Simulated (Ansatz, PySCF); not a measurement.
Isomers of GeH6OSi: 1 is [SiH3][O][GeH3], 2 is [SiH2]([GeH3])O; one conformer of each (the lowest of an xTB search), B3LYP-D3(BJ)/def2-TZVP minima.
Isomer 1 (charge 0, multiplicity 1):
```xyz
9

Si     1.54004    -0.17000     0.20612
O      0.10234    -0.43156    -0.53033
Ge    -1.57836     0.11780    -0.28423
H      1.90230     1.26989     0.16959
H      1.49419    -0.59537     1.62843
H      2.57300    -0.95322    -0.50647
H     -1.61008     1.64997    -0.42396
H     -2.39693    -0.57150    -1.38172
H     -2.02650    -0.31600     1.12257
```
Isomer 2 (charge 0, multiplicity 1, Z-matrix in Å and degrees):
```
Si
O 1 1.6575
H 2 0.9607 1 118.50
H 1 1.4868 2 111.22 3 59.75
H 1 1.4868 4 107.03 2 121.66
Ge 1 2.3833 4 110.48 5 120.33
H 6 1.5390 1 111.21 4 -178.75
H 6 1.5390 7 108.45 1 122.58
H 6 1.5413 7 108.09 8 116.96
```

No zero-point or thermal terms.

Rows in 6-31G*, LANL2DZ, STO-3G carry no dispersion term and start afresh at each structure (6-31G* with six Cartesian d functions); the Pople sets are all-electron and without relativity. LANL2DZ brings its own core potentials from Na on.

Run with Ansatz (a program for electronic structure); PySCF for 6-31G* rows, LANL2DZ rows, STO-3G rows, the dispersion terms. Values without a source in brackets are computed.

Q: One of these levels gives 20.4 kJ/mol for the electronic energy of isomer 2 less that of isomer 1. Which?
A) BLYP-D3(BJ)/def2-TZVPP
B) BP86/6-31G*
C) B3LYP/LANL2DZ
D) HF/STO-3G

A: A, BLYP-D3(BJ)/def2-TZVPP. The others give 10.0 (HF/STO-3G), 14.9 (BP86/6-31G*), 48.0 (B3LYP/LANL2DZ)
